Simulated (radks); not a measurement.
Values are calculated unless marked as measured or tabulated.
The nuclear charge of neutral tantalum is varied continuously with 73 electrons held in [Xe] 4f14 5d3 6s2. Level of theory: Dirac Kohn-Sham, PBE, spin-unpolarised, spherical densities, finite nucleus; open shells fill j = l - 1/2 first; Fermi nuclear charge, rms radius 5.3507 fm (a radial shooting solver on a logarithmic mesh with Libxc functionals). By the Hellmann-Feynman theorem dE/dZ = E(electron-nucleus)/Z, the electronic potential at the nucleus (averaged over a nucleus of fixed radius).

| Z | E (hartree) | E(electron-nucleus)/Z (hartree) | HOMO | e(HOMO) (eV) | <r> HOMO (bohr) |
|---|---|---|---|---|---|
| 72.75 | -15490.5645 | -530.871 | 5d3/2 | -1.748 | 2.366 |
| 73 | -15623.6387 | -533.723 | 5d3/2 | -3.740 | 2.219 |
| 73.25 | -15757.4257 | -536.574 | 5d3/2 | -5.966 | 2.104 |
| 73.5 | -15891.9258 | -539.427 | 5d3/2 | -8.395 | 2.011 |
| 73.75 | -16027.1394 | -542.282 | 6s1/2 | -10.936 | 2.985 |
| 74 | -16163.0670 | -545.140 | 6s1/2 | -13.036 | 2.893 |

The central difference of E at Z = 73 is -533.723 hartree, to compare with the third column; the second derivative is -11.4 hartree.
